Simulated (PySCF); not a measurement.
A geometry optimisation on `FC(Br)Br`.

Computed with PBE0-D3(BJ)/def2-SVP geometry optimisation, gas phase (PySCF 2.14.0). Start geometry: GFN2-xTB. The input is one job of a driver script: a line of settings, then coordinates in Å.

Input:
```
{"job": {"xc": "PBE0", "basis": "def2-SVP", "d3": "d3bj", "grid": 1, "maxiter": 30, "shake": 0.01, "kind": "geom"}, "charge": 0, "multiplicity": 1}
F     -0.015880     1.125710    -0.803130
C     -0.011720     0.144860     0.066530
Br     1.628760    -0.854010    -0.164930
Br    -1.523970    -0.992070    -0.212850
H     -0.043620     0.541530     1.076490
```

Output:
```
step   0  E = -5285.38097604  max force = 0.015698
step   1  E = -5285.38189357  max force = 0.004257
step   2  E = -5285.38199288  max force = 0.001418
step   3  E = -5285.38200762  max force = 0.000586
step   4  E = -5285.38201073  max force = 0.000191
optimisation converged
```

Energies in Eh; «max force» is the largest Cartesian gradient component in Eh/bohr.

Give the first gradient maximum in eV/Å.

With 1 Eh/bohr = 51.422 eV/Å, 0.807 eV/Å.

How much energy does the optimisation release, in kcal/mol?

E(step 0) − E(last step) = 0.001035 Eh, which is 0.6 kcal/mol.

Summary of the converged run: final energy -5285.38201 Eh after 4 steps; dipole 1.19 D.

Estimate the wall time. Hardware: one thread, Intel Xeon Platinum 8488C (x86_64), no GPU, shared host with 192 logical CPUs at a one-minute load of 50. And the peak memory of the process?

About 22 s, with 0.41 GiB resident at the peak, the Python interpreter and its libraries included.
Labels such as C1 count atoms from 1, the log's own numbers from 0.
